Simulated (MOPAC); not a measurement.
Input for MOPAC: AM1 on LiBe-, 2S+1 = 1, a point of a bond scan (R = 3.162 Å). Charge -1.

```
AM1 1SCF PRECISE CHARGE=-1 THREADS=1
BeLi

Li     0.00000000 1     0.00000000 1     0.00000000 1
Be     0.00000000 1     0.00000000 1     3.16169700 1
```

Output:

```
*******************************************************************************
 **                                                                           **
 **                              MOPAC v23.2.5                                **
 **                                                                           **
 *******************************************************************************
 ** MOPAC's Digital Object Identifier: https://doi.org/10.5281/zenodo.6511958 **
 **                                                                           **
 ** Please cite the open-source release paper for use of this MOPAC version:  **
 ** J. E. Moussa and J. J. P. Stewart (2026)                                  **
 ** MOPAC: An open-source semiempirical molecular orbital program             **
 ** J. Open Source Softw., 11(119), 8025, https://doi.org/10.21105/joss.08025 **
 *******************************************************************************

                              AM1 CALCULATION RESULTS

 *******************************************************************************
 *  AM1        - The AM1 Hamiltonian to be used
 *
 *
 *
 *                 CHARGE ON SYSTEM = -1
 *
 *
 *
 *  PRECISE    - TIGHTER CRITERIA TO BE USED
 *  1SCF       - DO 1 SCF AND THEN STOP
 *  THREADS=1  - MULTI-THREADING NOT USED
 *  T=         - A TIME OF 172800.0 SECONDS REQUESTED
 *  DUMP=N     - RESTART FILE WRITTEN EVERY 7200.0 SECONDS REQUESTED
 *******************************************************************************
AM1 1SCF PRECISE CHARGE=-1 THREADS=1
 BeLi

   ATOM   CHEMICAL          X               Y               Z
  NUMBER   SYMBOL      (ANGSTROMS)     (ANGSTROMS)     (ANGSTROMS)

     1      Li          0.00000000  *   0.00000000  *   0.00000000  *
     2      Be          0.00000000  *   0.00000000  *   3.16169700  *



          CARTESIAN COORDINATES

    NO.       ATOM           X           Y           Z

     1        Li          0.0000      0.0000      0.0000
     2        Be          0.0000      0.0000      3.1617

 Li: (AM1): J. J. P. STEWART, J. MOL. MOD., 10, 155-164 (2004)
 Be: (AM1): J. J. P. STEWART, J. MOL. MOD., 10, 155-164 (2004)

           Empirical Formula: Li Be  =     2 atoms



      MOLECULAR POINT GROUP   :   C*v


      RHF CALCULATION, NO. OF DOUBLY OCCUPIED LEVELS = 2


 -------------------------------------------------------------------------------
 AM1 1SCF PRECISE CHARGE=-1 THREADS=1
 BeLi



     1SCF WAS SPECIFIED, SO BFGS WAS NOT USED
     SCF FIELD WAS ACHIEVED


                              AM1 CALCULATION
                                                       MOPAC v23.2.5 Linux




          FINAL HEAT OF FORMATION =         77.20799 KCAL/MOL =     323.03823 KJ/MOL


          COSMO AREA              =         99.43 SQUARE ANGSTROMS
          COSMO VOLUME            =         82.41 CUBIC ANGSTROMS

          IONIZATION POTENTIAL    =          0.820610 EV
          HOMO LUMO ENERGIES (EV) =         -0.821  5.274
          NO. OF FILLED LEVELS    =          2
          MOLECULAR WEIGHT        =         15.9522         POINT GROUP:  C*v

          MOLECULAR DIMENSIONS (Angstroms)

            Atom       Atom       Distance
           Be     2   Li     1     3.16170
           Be     2   Li     1     0.00000
           Li     1   Be     2     0.00000


          SCF CALCULATIONS        =          1





   ATOM   CHEMICAL          X               Y               Z
  NUMBER   SYMBOL      (ANGSTROMS)     (ANGSTROMS)     (ANGSTROMS)

     1      Li          0.00000000  *   0.00000000  *   0.00000000  *
     2      Be          0.00000000  *   0.00000000  *   3.16169700  *

                             CARTESIAN COORDINATES

   1   Li        0.000000000     0.000000000     0.000000000
   2   Be        0.000000000     0.000000000     3.161697000


           Empirical Formula: Li Be  =     2 atoms



      MOLECULAR POINT GROUP   :   C*v


                  EIGENVALUES
  -6.53041  -0.82061   5.27395  10.79689  10.79689  11.14598  15.24752  15.24752


              NET ATOMIC CHARGES AND DIPOLE CONTRIBUTIONS

  ATOM NO.   TYPE          CHARGE      No. of ELECS.   s-Pop       p-Pop
    1         Li          -0.315913        1.3159     1.29902     0.01689
    2         Be          -0.684087        2.6841     0.71943     1.96466
 DIPOLE           X         Y         Z       TOTAL
 POINT-CHG.     0.000     0.000    -1.809     1.809
 HYBRID         0.000     0.000    -3.105     3.105
 SUM            0.000     0.000    -4.915     4.915


          ATOMIC ORBITAL ELECTRON POPULATIONS

     Atom    s        px        py        pz
    1 Li   1.29902   0.00000   0.00000   0.01689
    2 Be   0.71943   0.00000   0.00000   1.96466

 **********************
 *                    *
 * JOB ENDED NORMALLY *
 *                    *
 **********************




 == MOPAC DONE ==
```

The run finished.

Cost: very roughly 0.03 core-seconds.
